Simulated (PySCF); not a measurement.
An unknown is described by computed data only.

Formula: C5H13AlO.

| Item | Value |
| --- | --- |
| 1H NMR | chemical shifts (computed TMS as zero) by class: 4.10 (3 H), 1.11 (6 H), 0.05 (4 H) ppm [GIAO B3LYP/pcSseg-1 (pcSseg-2 on Al)] |
| XPS | C1s 289.5 (×2), C1s 290.5 (×2), C1s 292.0, O1s 537.1, Al1s 1566.1 eV [ΔSCF SCAN, pcX-2 on the ionised atom, pcseg-1 elsewhere, spin-free X2C] |
| Polarisability | 90.9 au [CAM-B3LYP/def2-SVPD] |
| UV, strongest line | among the 15 lowest singlet transitions: S11 at 8.03 eV (154 nm, f = 0.116) [TDDFT CAM-B3LYP/def2-SVPD] |
| 13C NMR | chemical shifts (computed TMS as zero) by class: 55.5 (1 C), 11.2 (2 C), 3.6 (2 C) ppm [GIAO B3LYP/pcSseg-1 (pcSseg-2 on Al)] |
| Dipole | 0.88 D [CAM-B3LYP/def2-SVPD] |
| Triplet | lowest triplet excitation (Tamm–Dancoff): 5.39 eV [TDA CAM-B3LYP/def2-SVPD] |
| NMR, other nuclei | isotropic shieldings of nuclei other than C and H, by class: 272 (1 O), 350 (1 Al) ppm [GIAO B3LYP/pcSseg-1 (pcSseg-2 on Al)] |
| UV, first state | lowest singlet excitation: 5.65 eV (220 nm, f = 0.001) [TDDFT CAM-B3LYP/def2-SVPD] |
| Rotational structure | rotational constants A, B, C: 2.533, 1.314, 0.889 GHz [PBE0-D3(BJ)/def2-SVP] |

Gas-phase values; electronic properties from PySCF, density fitting. Levels stand in brackets. One conformer (not necessarily the lowest) at the PBE0-D3(BJ)/def2-SVP geometry, without solvent, vibrations or thermal averaging. NMR values are class means; diastereotopic atoms form classes of their own.

Q: Give a SMILES that accounts for the data.

A: 5 carbons fall into 3 classes; from least to most shielded: carbon bonded to O and 3 H (55.5 ppm), carbon bonded to C and 3 H (11.2 ppm, 2 C), carbon bonded to Al, C and 2 H (3.6 ppm, 2 C). Hydrogen classes from least to most shielded: 3 H on a carbon bonded to O and 3 H (4.10 ppm), 6 H on 2 like atoms (carbon bonded to C and 3 H) (1.11 ppm), 4 H on 2 like atoms (carbon bonded to Al, C and 2 H) (0.05 ppm). The other shieldings belong to: 272 ppm, oxygen bonded to Al and C; 350 ppm, aluminium bonded to 2 C and O. The core levels belong to: C1s 289.5 eV, carbon bonded to Al, C and 2 H; C1s 290.5 eV, carbon bonded to C and 3 H; C1s 292.0 eV, carbon bonded to O and 3 H; O1s 537.1 eV, oxygen bonded to Al and C; Al1s 1566.1 eV, aluminium bonded to 2 C and O. One atom of each topological class was ionised and stands for its class. By its constants the optimised geometry is an asymmetric top. Structure: AlEt2(OMe), `C[CH2][Al]([CH2]C)[O]C`. The assignments are read from this structure; whether some other isomer fits the data as well wasn't checked.
